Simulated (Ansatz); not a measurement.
Reaction (SMILES): [B](F)B(F)F → 2 B atom + 3 F atom
B3LYP-D3(BJ)/def2-TZVP geometries, fixed; electronic energies without zero-point terms.

Basis-set convergence of the atomisation energy at PBE with Ansatz (a program for electronic structure). All functions are spherical. Species with rotatable bonds are taken in one conformer. Open shells are unrestricted. No added dispersion term, no relativity. Functions are those of the species that has most. Reference: the value in aug-cc-pVQZ, 553.15 kcal/mol, itself unsure by roughly 0.54 kcal/mol (its mean distance from def2-QZVPPD, pcseg-3, def2-QZVPP). Deviations are taken from unrounded values.

| basis | functions | atomisation energy (kcal/mol) |
|---|---|---|
| cc-pVDZ | 70 | 548.55 |
| aug-cc-pVDZ | 115 | 536.52 |
| def2-SVP | 70 | 567.99 |
| def2-SVPD | 109 | 554.35 |
| pcseg-1 | 70 | 548.01 |
| aug-pcseg-1 | 115 | 546.30 |
| 6-311G** | 90 | 549.54 |
| 6-311+G** | 110 | 541.26 |
| cc-pVTZ | 150 | 556.20 |
| aug-cc-pVTZ | 230 | 551.73 |
| pcseg-2 | 150 | 553.29 |
| aug-pcseg-2 | 230 | 553.37 |
| def2-TZVPP | 155 | 553.10 |
| def2-TZVPPD | 194 | 551.46 |
| cc-pVQZ | 275 | 555.11 |
| aug-cc-pVQZ | 400 | 553.15 |
| def2-QZVPP | 285 | 552.58 |
| def2-QZVPPD | 324 | 552.22 |

What the diffuse functions change, pair by pair:
- cc-pVDZ to aug-cc-pVDZ: 45 more functions, deviation -4.60 to -16.63 kcal/mol
- def2-SVP to def2-SVPD: 39 more functions, deviation 14.84 to 1.19 kcal/mol
- pcseg-1 to aug-pcseg-1: 45 more functions, deviation -5.14 to -6.85 kcal/mol
- 6-311G** to 6-311+G**: 20 more functions, deviation -3.61 to -11.89 kcal/mol
- cc-pVTZ to aug-cc-pVTZ: 80 more functions, deviation 3.05 to -1.42 kcal/mol
- pcseg-2 to aug-pcseg-2: 80 more functions, deviation 0.14 to 0.22 kcal/mol
- def2-TZVPP to def2-TZVPPD: 39 more functions, deviation -0.05 to -1.69 kcal/mol
- cc-pVQZ to aug-cc-pVQZ: 125 more functions, deviation 1.96 to 0.00 kcal/mol
- def2-QZVPP to def2-QZVPPD: 39 more functions, deviation -0.57 to -0.93 kcal/mol

Leaving out the reference's own pair, they bring the value nearer the reference by more than 0.54 kcal/mol in 2 of 8 pairs.
